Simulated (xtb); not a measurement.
ammonia (H₃N), singlet, at a GFN2-xTB geometry, atoms displaced at random by about 0.02 Å a coordinate; GFN1-xTB in xtb.

Input for xtb:
```
$ xtb mol.xyz --gfn 1 --opt crude --json

# file mol.xyz
4

N      0.02093318     0.03642154     0.12708184
H      0.01991913     0.93492265    -0.26123489
H      0.79837595    -0.52099016    -0.21368087
H     -0.80985012    -0.46347726    -0.26013554
```

Output, abridged:

```
   ID    Z sym.   atoms
    1    7 N      1
    2    1 H      2-4

           -------------------------------------------------
          |                Calculation Setup                |
           -------------------------------------------------

           -------------------------------------------------
          |                 G F N 1 - x T B                 |
           -------------------------------------------------

          ...................................................
          :                      SETUP                      :
          :.................................................:
          :  # basis functions                  10          :
          :  # atomic orbitals                  10          :
          :  # shells                            8          :
          :  # electrons                         8          :
          :  # halogen bonds                     0          :
          :  max. iterations                   250          :
          :  Hamiltonian                  GFN1-xTB          :
          :  restarted?                      false          :
          :  GBSA solvation                  false          :
          :  PC potential                    false          :
          :  electronic temp.          300.0000000     K    :
          :  accuracy                    1.0000000          :
          :  -> integral cutoff          0.2500000E+02      :
          :  -> integral neglect         0.1000000E-07      :
          :  -> SCF convergence          0.1000000E-05 Eh   :
          :  -> wf. convergence          0.2000000E-04 e    :
          :  Broyden damping             0.4000000          :
          :  net charge                          0          :
          :  unpaired electrons                  0          :
          ...................................................

 iter      E             dE          RMSdq      gap      omega  full diag
   1     -4.8810406 -0.488104E+01  0.537E+00    7.07       0.0  T
   2     -4.8833111 -0.227045E-02  0.326E+00    7.45       1.0  T
   3     -4.8835435 -0.232473E-03  0.381E-01    7.79       1.0  T
   4     -4.8836483 -0.104775E-03  0.555E-03    7.66       9.0  T
   5     -4.8836483 -0.304220E-07  0.234E-03    7.66      21.3  T
   6     -4.8836483 -0.634590E-08  0.896E-06    7.66    5579.1  T
   7     -4.8836483 -0.905942E-13  0.520E-07    7.66   96156.3  T

   *** convergence criteria satisfied after 7 iterations ***

         :::::::::::::::::::::::::::::::::::::::::::::::::::::
         ::                     SUMMARY                     ::
         :::::::::::::::::::::::::::::::::::::::::::::::::::::
         :: total energy              -4.828012688423 Eh    ::
         :: gradient norm              0.064646659031 Eh/a0 ::
         :: HOMO-LUMO gap              7.664861858853 eV    ::
         ::.................................................::
         :: SCC energy                -4.883648339533 Eh    ::
         :: -> electrostatic           0.020421766433 Eh    ::
         :: repulsion energy           0.055928230892 Eh    ::
         :: dispersion energy         -0.000292579782 Eh    ::
         :: halogen bond corr.         0.000000000000 Eh    ::
         :: add. restraining           0.000000000000 Eh    ::
         :: total charge              -0.000000000000 e     ::
         :::::::::::::::::::::::::::::::::::::::::::::::::::::

      -----------------------------------------------------------
     |                   =====================                   |
     |                        A N C O P T                        |
     |                   =====================                   |
     |               Approximate Normal Coordinate               |
     |                Rational Function Optimizer                |
      -----------------------------------------------------------
      -----------------------------------------------------------
     |                   =====================                   |
     |                        A N C O P T                        |
     |                   =====================                   |
     |               Approximate Normal Coordinate               |
     |                Rational Function Optimizer                |
      -----------------------------------------------------------

          ...................................................
          :                      SETUP                      :
          :.................................................:
          :   optimization level             crude          :
          :   max. optcycles                   200          :
          :   ANC micro-cycles                  20          :
          :   degrees of freedom                 6          :
          :.................................................:
          :   RF solver                   davidson          :
          :   write xtbopt.log                true          :
          :   linear?                        false          :
          :   energy convergence         0.5000000E-03 Eh   :
          :   grad. convergence          0.1000000E-01 Eh/α :
          :   maxmium RF displ.          1.0000000          :
          :   Hlow (freq-cutoff)         0.1000000E-01      :
          :   Hmax (freq-cutoff)         5.0000000          :
          :   S6 in model hess.         20.0000000          :
          ...................................................

generating ANC from exact Hessian ...
Using Lindh-Hessian (1995)
 Shifting diagonal of input Hessian by    0.0000000000000000
 Lowest  eigenvalues of input Hessian
    0.000000    0.000000    0.000000    0.000000    0.000000    0.000000
    0.174037    0.207429    0.237386    0.832139    1.243662    1.442524
 Highest eigenvalues
    0.174037    0.207429    0.237386    0.832139    1.243662    1.442524

........................................................................
[...]
 * total energy  :    -4.8280127 Eh     change       -0.3552714E-14 Eh
 * total energy  :    -4.8301898 Eh     change       -0.2177084E-02 Eh
 * total energy  :    -4.8304603 Eh     change       -0.2705011E-03 Eh
   *** GEOMETRY OPTIMIZATION CONVERGED AFTER 3 ITERATIONS ***
[...]

 Bond Distances (Angstroems)
 ---------------------------
N1-H2=1.0103         N1-H3=1.0099         N1-H4=1.0080         H2-N1=1.0103         H3-N1=1.0099         H4-N1=1.0080
 N  H  Rav=1.0094 sigma=0.0010  Rmin=1.0080  Rmax=1.0103     3

 selected bond angles (degree)
 --------------------
H3-N1-H2=109.01                H4-N1-H2=108.50                H4-N1-H3=108.39

 selected dihedral angles (degree)
 ---------------------------------

           -------------------------------------------------
          |                Final Singlepoint                |
           -------------------------------------------------

          ...................................................
          :                      SETUP                      :
          :.................................................:
          :  # basis functions                  10          :
          :  # atomic orbitals                  10          :
          :  # shells                            8          :
          :  # electrons                         8          :
          :  # halogen bonds                     0          :
          :  max. iterations                   250          :
          :  Hamiltonian                  GFN1-xTB          :
          :  restarted?                      false          :
          :  GBSA solvation                  false          :
          :  PC potential                    false          :
          :  electronic temp.          300.0000000     K    :
          :  accuracy                    1.0000000          :
          :  -> integral cutoff          0.2500000E+02      :
          :  -> integral neglect         0.1000000E-07      :
          :  -> SCF convergence          0.1000000E-05 Eh   :
          :  -> wf. convergence          0.2000000E-04 e    :
          :  Broyden damping             0.4000000          :
          :  net charge                          0          :
          :  unpaired electrons                  0          :
          ...................................................

 iter      E             dE          RMSdq      gap      omega  full diag
   1     -4.8863065 -0.488631E+01  0.208E-09    7.63       0.0  T
   2     -4.8863065  0.532907E-14  0.130E-09    7.63  100000.0  T
   3     -4.8863065  0.000000E+00  0.194E-10    7.63  100000.0  T

   *** convergence criteria satisfied after 3 iterations ***

         :::::::::::::::::::::::::::::::::::::::::::::::::::::
         ::                     SUMMARY                     ::
         :::::::::::::::::::::::::::::::::::::::::::::::::::::
         :: total energy              -4.830460273482 Eh    ::
         :: gradient norm              0.002303090010 Eh/a0 ::
         :: HOMO-LUMO gap              7.630042237029 eV    ::
         ::.................................................::
         :: SCC energy                -4.886306511087 Eh    ::
         :: -> electrostatic           0.020452793896 Eh    ::
         :: repulsion energy           0.056138771900 Eh    ::
         :: dispersion energy         -0.000292534295 Eh    ::
         :: halogen bond corr.         0.000000000000 Eh    ::
         :: add. restraining           0.000000000000 Eh    ::
         :: total charge               0.000000000000 e     ::
         :::::::::::::::::::::::::::::::::::::::::::::::::::::

           -------------------------------------------------
          |                Property Printout                |
           -------------------------------------------------

    * Orbital Energies and Occupations

         #    Occupation            Energy/Eh            Energy/eV
      -------------------------------------------------------------
         1        2.0000           -0.7377433             -20.0750
         2        2.0000           -0.5324322             -14.4882
         3        2.0000           -0.5318368             -14.4720
         4        2.0000           -0.4107577             -11.1773 (HOMO)
         5                         -0.1303588              -3.5472 (LUMO)
         6                         -0.0437310              -1.1900
         7                         -0.0433096              -1.1785
         8                          0.2865225               7.7967
         9                          0.2872953               7.8177
        10                          0.6877138              18.7136
      -------------------------------------------------------------
                  HL-Gap            0.2803989 Eh            7.6300 eV
             Fermi-level           -0.2705582 Eh           -7.3623 eV

  Mulliken/CM5 charges         n(s)   n(p)   n(d)
     1N    -0.57321 -1.12474   1.443  4.130  0.000
     2H     0.19104  0.37447   0.809  0.000  0.000
     3H     0.19106  0.37469   0.809  0.000  0.000
     4H     0.19112  0.37559   0.809  0.000  0.000

Wiberg/Mayer (AO) data.
largest (>0.10) Wiberg bond orders for each atom

 ---------------------------------------------------------------------------
     #   Z sym  total        # sym  WBO       # sym  WBO       # sym  WBO
 ---------------------------------------------------------------------------
     1   7 N    2.894 --     4 H    0.965     3 H    0.964     2 H    0.964
     2   1 H    0.968 --     1 N    0.964
     3   1 H    0.968 --     1 N    0.964
     4   1 H    0.968 --     1 N    0.965
 ---------------------------------------------------------------------------

Topologies differ in total number of bonds
Writing topology from bond orders to xtbtopo.mol

 dipole moment from electron density (au)
     X       Y       Z
   0.0158  -0.0224  -0.7924  total (Debye):    2.015

optimized geometry written to: xtbopt.xyz

           -------------------------------------------------
          | TOTAL ENERGY               -4.830460273482 Eh   |
          | GRADIENT NORM               0.002303090010 Eh/α |
          | HOMO-LUMO GAP               7.630042237029 eV   |
           -------------------------------------------------
```
